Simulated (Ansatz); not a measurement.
A run for Ansatz (a first-principles code): U-BLYP/def2-TZVPPD on O2 (SMILES O=O). The basis file is the Basis Set Exchange's JSON of that set.

Ansatz 0.2 input:
```yaml
crystal:
  periodic: [false, false, false]
  atoms:
    - {symbol: O, position_ang: [0.00000000, -0.00000000, 0.60215214]}
    - {symbol: O, position_ang: [-0.00000000, 0.00000000, -0.60215214]}
basis:
  gaussian:
    orbitals: def2-TZVPPD.json
hamiltonian:
  xc: {name: BLYP}
magnetization: {spin_polarized: true, initial_magnetization: 2}
```

It printed:

```
WARN ansatz: RAYON_NUM_THREADS=4 ignored (pool sized by the plan → 4); use --threads N
Functional definition: BLYP
integrals: 0.01 GiB planned
368 factors; their error is unknown
mean field: 0.18 GiB planned
mean field evaluation 1: about -4091.4094 eV, gradient 1.7e1 eV
mean field evaluation 2: about -4091.3130 eV, gradient 1.7e1 eV
mean field evaluation 4: about -4092.2605 eV, gradient 3.0e-1 eV
mean field evaluation 8: about -4092.2579 eV, gradient 2.0e-3 eV
mean field -4092.25789425 eV, -150.3877037816 hartree, gradient 6.4e-6 eV, S^2 2.005197; 0 other end points of the search recorded, 0 dependent functions left out
reference -4092.25817198 eV, -150.3877139880 hartree; 9, 7 occupied and 71, 73 virtual orbitals, 368 factors
Total energy: -4092.25817198 eV, -150.3877139880 hartree
```

The run converged.

Cost: roughly 1.1 core-seconds.
